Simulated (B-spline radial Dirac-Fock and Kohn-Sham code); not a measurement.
**Dipole and non-dipole photoemission parameters of Pm 4s**

System: the free promethium atom, configuration 1s2 2s2 2p6 3s2 3p6 3d10 4s2 4p6 4d10 4f5 5s2 5p6 6s2; threshold 331.0 eV (tabulated edge). These are calculated numbers from a radial finite-basis atomic code; the model is Dirac-Hartree-Slater photoionisation with a Latter tail; cross sections with all multipoles, angular parameters from the dipole term and its interference with E2.

Input file task.json (cfg lists n, l and occupation; rrms is the nuclear radius in fm):

```json
{"items": [{
  "Z": 61,
  "q": 0,
  "cfg": [[1, 0, 2], [2, 0, 2], [2, 1, 6], [3, 0, 2], [3, 1, 6], [3, 2, 10], [4, 0, 2], [4, 1, 6], [4, 2, 10], [4, 3, 5], [5, 0, 2], [5, 1, 6], [6, 0, 2]],
  "A": 145,
  "rrms": 4.962,
  "do": "xps",
  "hv": [67.1, 74.4, 80, 91.2, 100, 122.0, 129.0, 300, 405.0, 470.0, 517.0, 546.0, 552.0, 568.0, 600, 681.0, 800, 806.0, 1460.0, 1480.0, 1730.0, 2000, 4000, 5414.7, 5460.0, 6230.0, 8800.0, 9210.0, 11200.0, 12500.0],
  "edges": {"K": 45184.0, "L1": 7428.0, "L2": 7013.0, "L3": 6459.0, "M1": 1650.0, "M2": 1471.4, "M3": 1357.0, "M4": 1052.0, "M5": 1027.0, "N1": 331.0, "N2": 242.0, "N3": 242.0, "N4": 120.0, "N5": 120.0}
}]}
```

Run with: `python xray2_run.py task.json out`

```
hν (eV)  σ (kb)      β       γ
    405     102  1.918   0.443
    470    90.0  1.932   0.474
    517    81.8  1.939   0.483
    546    77.0  1.942   0.485
    552    76.1  1.943   0.485
    568    73.6  1.944   0.484
    600    69.1  1.947   0.482
    681    59.1  1.953   0.470
    800    47.9  1.958   0.444
    806    47.4  1.958   0.442
   1460    19.5  1.971   0.260
   1480    19.1  1.971   0.254
   1730    14.7  1.973   0.192
   2000       ?      ?       ?
   4000    3.32  1.979  -0.103
 5414.7    1.87  1.981  -0.124
   5460    1.84  1.981  -0.124
   6230    1.42  1.981  -0.107
   8800   0.717  1.982   0.028
   9210   0.654  1.982   0.058
  11200   0.437  1.982   0.216
  12500   0.347  1.982   0.328
```

Q: Give the values at 2000 eV.

A: σ = 11.5 kb, β = 1.974, γ = 0.131. For an s subshell δ is negligible.
